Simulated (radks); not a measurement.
Spherical quantum dot in the effective-mass picture: electrons in a parabolic well V = omega^2 r^2 / 2 with omega = 3.03, with a point charge +1 (a donor) at the centre, all in effective atomic units (hartree* = m*/eps^2 hartree, bohr* = eps/m* bohr), one dielectric constant everywhere. Calculated with a radial shooting solver with Libxc functionals: non-relativistic Kohn-Sham, PBE, spin-polarised, spherical densities. Levels are named by radial order and angular momentum (1s, 1p, 1d, 2s, ...), and open shells are averaged over m. Results are scaled to m* = 0.286 and eps = 13.7, for which hartree* = 41.46 meV and bohr* = 2.535 nm.

N = 23, configuration 1s2 1p6 1d10 2s2 1f(up 3, down 0). This is the lowest configuration that the search found. Occupied and some empty levels:

level    occupation  eigenvalue (meV)  <r> (nm)
1s up             1            924.69     1.938
1s down           1            925.65     1.923
1p up             3            1013.0     2.702
1p down           3            1015.3     2.687
2s up             1            1087.2     2.789
2s down           1            1089.8     2.792
1d up             5            1095.9     3.170
1d down           5            1099.2     3.161
1f up             3            1182.8     3.531
1f down           0            1186.5     3.528
2p up             0            1193.7     3.176
2p down           0            1196.1     3.183
1g up             0            1274.2     3.836
1g down           0            1278.0     3.837
2d up             0            1293.2     3.542
2d down           0            1295.5     3.549

Energy (meV): total 16465.7, kinetic 3257.5, external 5599.2, Hartree 8418.3, exchange-correlation -809.38.
